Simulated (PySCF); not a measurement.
Ge(H)3(SeH) (GeH₄Se), SMILES [GeH3][SeH].

The structure is a stationary point at B3LYP-D3(BJ)/def2-TZVP.

Calculation: r2SCAN/def2-TZVPD run with PySCF.

Symmetry labels are those of the subgroup Cs that the program uses (full group Cs).

List the valence orbital energies around the gap with their symmetry. (An estimate is asked for; the answer gives what the named calculation found.)


```csv
orbital,symmetry,energy (eV)
HOMO−7,A',-30.88
HOMO−6,A',-18.18
HOMO−5,A',-14.25
HOMO−4,A',-10.15
HOMO−3,A",-9.12
HOMO−2,A',-8.88
HOMO−1,A',-8.02
HOMO,A",-6.07
LUMO,A',-1.09
LUMO+1,A',-0.55
LUMO+2,A',0.45
LUMO+3,A',0.65
```
